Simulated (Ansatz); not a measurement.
A nudged elastic band was laid between two geometries of AlH₄OSSi (8 atoms, charge 1, multiplicity 1).

Method: Ansatz, RKS PBE-D4/def2-SVP.

| Property | Result |
| --- | --- |
| movable images | 5 |
| climbing image | yes |
| spring | 5.0 eV/Å² |
| optimiser | quadratic models (default) |
| start path | through a guess of the saddle point |
| force threshold | 0.05 eV/Å |
| iteration limit | 60 |
| end points | relaxed |

Image 0:

```xyz
8
Properties=species:S:1:pos:R:3
Si -0.611 0.431 1.780
O -0.339 0.061 0.266
Al -0.200 -0.371 -1.498
S 1.816 -0.537 -2.258
H -0.743 1.866 2.155
H -0.713 -0.667 2.780
H -1.614 -0.550 -2.161
H 2.404 -0.232 -1.065
```

Image 6:

```xyz
8
Properties=species:S:1:pos:R:3
Si -0.778 0.471 1.948
O -0.419 0.108 0.452
Al 0.024 -0.309 -1.261
S 2.175 -0.332 -1.446
H -0.964 1.902 2.314
H -0.925 -0.632 2.937
H -1.235 -0.547 -2.173
H 2.122 -0.660 -2.771
```

(1) Which bonds break or form, and what moves?

(2) Give the energies along the band, and the barrier.

(3) What is the geometry of the highest image?

(4) What are the harmonic wavenumbers there?

## Answers

(1) No bond is made or broken. The dihedral O2–Al3–S4–H8 goes from 0 to 180°.

(2) The forces met the threshold. The highest image is number 3 of 0 to 6, 0.136 eV above the first end and 0.224 eV above the last; the last end lies 0.089 eV below the first. A vibrational analysis at the climbing image gives one clearly imaginary mode, 244i cm⁻¹: a first-order saddle point. Limits of this set-up: the dipole of an ion depends on the origin.

| image | path coordinate (Å) | energy (eV) | dihedral O2–Al3–S4–H8 (°) |
| --- | --- | --- | --- |
| 0 | 0.00 | 0.000 | 0 |
| 1 | 0.56 | 0.010 | 15 |
| 2 | 1.12 | 0.081 | 49 |
| 3 | 1.68 | 0.136 | 84 |
| 4 | 2.29 | 0.067 | 122 |
| 5 | 2.90 | -0.055 | 160 |
| 6 | 3.51 | -0.089 | 180 |

(3) 
```xyz
8
Properties=species:S:1:pos:R:3
Si -0.677 0.518 1.832
O -0.419 0.066 0.336
Al -0.122 -0.298 -1.422
S 1.910 0.143 -2.064
H -1.130 1.911 2.096
H -0.446 -0.466 2.925
H -1.458 -0.799 -2.084
H 2.341 -1.076 -1.619
```

(4) 244i, 73, 106, 127, 222, 388, 436, 521, 602, 627, 664, 669, 927, 1138, 1988, 2224, 2291, 2588 cm⁻¹.

Time of the run: 3.6 min on 1 thread of Intel(R) Xeon(R) Platinum 8488C (Sapphire Rapids), with other jobs on the host, peak memory 0.14 GiB.
